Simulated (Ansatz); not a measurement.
Reaction (SMILES): N[Si](N)(Cl)Cl + H+ → N[Si]([NH3+])(Cl)Cl
Structures are relaxed separately at B3LYP-D3(BJ)/def2-TZVP in Ansatz (a first-principles code), one conformer each, not searched for the lowest. Frequencies are from Ansatz.

Wanted: proton affinity (enthalpy at 298 K, with B3LYP-D3(BJ) rigid-rotor harmonic-oscillator terms), positive where the reaction releases energy, in kcal/mol. Correlated levels leave the core frozen unless marked. Spin-orbit coupling is left out. Non-relativistic. Basis-set limits of correlation are two-point, X^-3; Hartree-Fock from the larger set. The bracket is a focal-point correction in the basis named.

RI-MP2/CBS(cc-pV(T+d)Z,cc-pV(Q+d)Z)+[CCSD(T)-MP2]/cc-pV(T+d)Z (Ansatz) gives 205.6 kcal/mol.

Problem. Another calculation gave 206.5 kcal/mol. Which level was it?
A. LC-wPBE/def2-TZVPD (Ansatz)
B. CAM-B3LYP/def2-TZVPD (Ansatz)
C. SVWN5/def2-TZVPD (Ansatz)

Solution. A, LC-wPBE/def2-TZVPD (Ansatz). The others give 199.1 (SVWN5), 203.3 (CAM-B3LYP) kcal/mol.
